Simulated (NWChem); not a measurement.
System: GeHOBr, singlet; SMILES [OH][Ge][Br]

Here is an NWChem input.

```
start job
memory heap 200 mb stack 900 mb global 1100 mb
geometry units angstroms noautoz
  Ge     0.335304     1.004555     0.000000
  Br     0.018009    -1.322549     0.000000
  O     -1.390449     1.455685     0.000000
  H     -1.519037     2.413532     0.000000
end
basis spherical
  * library def2-svp
end
dft
  xc xpbe96 cpbe96
  iterations 150
  vectors input atomic output neutral.movecs
end
task dft energy
charge 1
dft
  odft
  mult 2
  vectors input atomic output cation.movecs
end
task dft energy
```

Low-valent species are run as closed-shell singlets; no triplet was tried in these runs. Geometry: optimised at PBE0/def2-SVP.

Ions are spin-unrestricted doublets at the neutral geometry; other ion states weren't tried.

Problem. Give the results of this calculation. (PBE/def2-SVP, vertical spin-unrestricted ions.) Quantities: vertical ionisation energy, ΔSCF (eV); −ε(HOMO) (eV).

Solution. 
```json
{
 "vertical ionisation energy, ΔSCF (eV)": "9.47",
 "−ε(HOMO) (eV)": "6.27"
}
```
